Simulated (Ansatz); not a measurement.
System: methylsilylboronic acid, CH₇BO₂Si, charge 0, multiplicity 1. SMILES: C[SiH2]B(O)O
Geometry from a B3LYP-D3(BJ)/def2-TZVP (Ansatz, an electronic-structure program) optimisation:
```xyz
12

C      2.2095     0.4441     0.2792
Si     0.8303    -0.7765    -0.1387
B     -0.9884     0.1312    -0.0397
O     -1.1591     1.4534     0.2890
O     -2.1060    -0.5970    -0.3110
H      2.2182     1.2844    -0.4193
H      3.1894    -0.0333     0.2290
H      2.0909     0.8431     1.2897
H      1.0587    -1.3231    -1.5018
H      0.8865    -1.9198     0.8094
H     -0.3432     1.9271     0.4720
H     -2.9192    -0.0788    -0.2378
```
Charge 0, spin multiplicity 1.

Quantity: size of the dipole moment, in D. Set-up: non-relativistic; six Cartesian d functions in 6-31G* and its kin unless marked 5d; 6-311+G** with 5d, 6d on Na to Ar in Ansatz; LANL2DZ with its own core potentials from Na on; dispersion terms only where a functional's name holds one; no spin-orbit coupling. Ab initio and DFT rows: single points at B3LYP-D3(BJ) geometries (Ansatz).

```tsv
level	program	size of the dipole moment (D)
B3LYP/STO-3G	Ansatz	1.72
B3LYP/3-21G	Ansatz	2.22
B3LYP/LANL2DZ	Ansatz	2.19
B3LYP/6-31G	Ansatz	2.27
B3LYP/6-31G*	Ansatz	2.11
B3LYP/6-31+G*	Ansatz	2.06
B3LYP/6-31G**	Ansatz	2.08
B3LYP/def2-SVP	Ansatz	2.01
B3LYP/cc-pVDZ	Ansatz	2.00
B3LYP/6-311+G**	Ansatz	1.97
```

No value to compare with is used here. The 10 habitual levels span 1.72 (B3LYP/STO-3G) to 2.27 D (B3LYP/6-31G).

The sets are all those run for this method; left out are runs that failed, that the program found above a lower state of the same kind, or whose <S^2> lies over 0.5 above the pure value.
